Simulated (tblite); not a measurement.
Species: C5H7ClO2Si.
Numbering: `[O:1]=[C:2]([OH:3])[C@H:4]1[CH:5]=[C:6]1[SiH2:7][CH2:8][Cl:9]` (hydrogens: H10 on O3; H11 on C4; H12 on C5; H13, H14 on Si7; H15, H16 on C8)

Computed with GFN2-xTB (tblite), gas phase: L-BFGS steps from a force-field or distance-geometry start until the largest atomic force falls under 0.01 eV/Å.

The end geometry, which sets the zero of energy:
```
atom  x, y, z in Å
O1      1.6982    1.1319    0.1012
C2      1.6800    0.2271   -0.6990
O3      2.2460    0.3255   -1.9111
C4      1.0380   -1.0822   -0.4813
C5      1.0197   -1.6553    0.9053
C6     -0.1047   -1.1172    0.5420
Si7    -1.7870   -0.3595    0.7576
C8     -1.6132    1.4009    0.0327
Cl9    -1.3303    1.2640   -1.7262
H10     2.6233    1.2109   -2.0308
H11     1.0224   -1.7286   -1.3512
H12     1.6364   -2.1605    1.6057
H13    -2.1139   -0.2803    2.1828
H14    -2.7671   -1.1124   -0.0259
H15    -0.7544    1.9291    0.4412
H16    -2.5009    2.0156    0.1588
```

Question: These geometries come from the run, each turned onto the end geometry. Order them by energy, lowest first.
A.
```
atom  x, y, z in Å
O1      1.6827    1.0721    0.2898
C2      1.7254    0.2476   -0.5940
O3      2.3997    0.4556   -1.7358
C4      1.0191   -1.0467   -0.5570
C5      0.9551   -1.8000    0.7392
C6     -0.1193   -1.1247    0.4706
Si7    -1.7182   -0.2687    0.8840
C8     -1.6850    1.3610   -0.1176
Cl9    -1.5187    0.9350   -1.8496
H10     2.7878    1.3464   -1.7272
H11     0.9610   -1.5685   -1.5065
H12     1.5249   -2.4438    1.3605
H13    -1.7839    0.0287    2.3163
H14    -2.8169   -1.1257    0.4298
H15    -0.8288    1.9867    0.1312
H16    -2.5924    1.9540   -0.0319
```
B.
```
atom  x, y, z in Å
O1      2.0801    0.8800    0.5337
C2      1.8933    0.2398   -0.4719
O3      2.4675    0.5565   -1.6436
C4      1.0229   -0.9447   -0.5762
C5      0.9052   -1.8481    0.6175
C6     -0.1103   -1.0565    0.4510
Si7    -1.6922   -0.2061    0.9351
C8     -1.8409    1.2970   -0.2362
Cl9    -2.0261    0.6835   -1.9036
H10     3.0288    1.3396   -1.5352
H11     0.8967   -1.3320   -1.5813
H12     1.4306   -2.6017    1.1488
H13    -1.5903    0.2692    2.3172
H14    -2.8195   -1.1132    0.7045
H15    -0.9493    1.9202   -0.2293
H16    -2.7040    1.9255   -0.0289
```
C.
```
atom  x, y, z in Å
O1      1.6805    1.3566    0.0067
C2      1.9106    0.3327   -0.6011
O3      3.0456    0.1278   -1.3118
C4      0.9806   -0.8291   -0.7060
C5      0.8634   -1.7580    0.4556
C6     -0.1655   -0.9786    0.2938
Si7    -1.7114   -0.2212    0.9853
C8     -1.9869    1.2937   -0.1335
Cl9    -2.3245    0.7048   -1.7902
H10     3.6647    0.8730   -1.2343
H11     0.9146   -1.2237   -1.7190
H12     1.3810   -2.5147    0.9932
H13    -1.4583    0.1643    2.3725
H14    -2.8542   -1.1286    0.9030
H15    -1.1037    1.9298   -0.2074
H16    -2.8439    1.8803    0.1950
```
D.
```
atom  x, y, z in Å
O1      1.6050    1.1009    0.2099
C2      1.6666    0.2362   -0.6322
O3      2.2947    0.4166   -1.8027
C4      1.0397   -1.0922   -0.5143
C5      0.9937   -1.7507    0.8320
C6     -0.1175   -1.1719    0.4895
Si7    -1.7341   -0.3138    0.8066
C8     -1.6246    1.3842   -0.0666
Cl9    -1.4184    1.1232   -1.8222
H10     2.6435    1.3192   -1.8554
H11     1.0411   -1.6836   -1.4221
H12     1.5896   -2.3218    1.4986
H13    -1.8757   -0.1017    2.2480
H14    -2.8273   -1.0839    0.2136
H15    -0.7628    1.9604    0.2629
H16    -2.5211    1.9880    0.0559
```
E.
```
atom  x, y, z in Å
O1      1.6427    1.1439    0.1287
C2      1.6659    0.2449   -0.6772
O3      2.2817    0.3600   -1.8624
C4      1.0250   -1.0701   -0.4943
C5      1.0085   -1.6804    0.8767
C6     -0.1151   -1.1308    0.5292
Si7    -1.7832   -0.3527    0.7797
C8     -1.6030    1.3810   -0.0048
Cl9    -1.3869    1.1880   -1.7672
H10     2.6587    1.2486   -1.9573
H11     1.0095   -1.6951   -1.3791
H12     1.6293   -2.2079    1.5569
H13    -2.0542   -0.2179    2.2128
H14    -2.8055   -1.1191    0.0643
H15    -0.7139    1.8916    0.3592
H16    -2.4670    2.0251    0.1365
```

Answer: E (0.002 eV), D (0.012 eV), A (0.022 eV), B (0.038 eV), C (0.181 eV).

In the order of the answer:

| step | E above end (eV) | largest force (eV/Å) | rms force component (eV/Å) | rms distance from end (Å) | rms bond change (Å) | bond most changed (Å) |
| --- | --- | --- | --- | --- | --- | --- |
| 146 | 0.002 | 0.07 | 0.017 | 0.066 | 0.000 | C4–C6 -0.001 |
| 130 | 0.012 | 0.05 | 0.015 | 0.161 | 0.001 | C4–C5 -0.001 |
| 122 | 0.022 | 0.09 | 0.036 | 0.289 | 0.002 | C8–Cl9 +0.005 |
| 79 | 0.038 | 0.08 | 0.022 | 0.542 | 0.001 | C6–Si7 +0.002 |
| 29 | 0.181 | 0.78 | 0.175 | 0.715 | 0.007 | C2–C4 +0.018 |

The cost below is that of the whole relaxation. The run took 2.8 s on one thread, Arm Neoverse N1 (aarch64) (shared host).
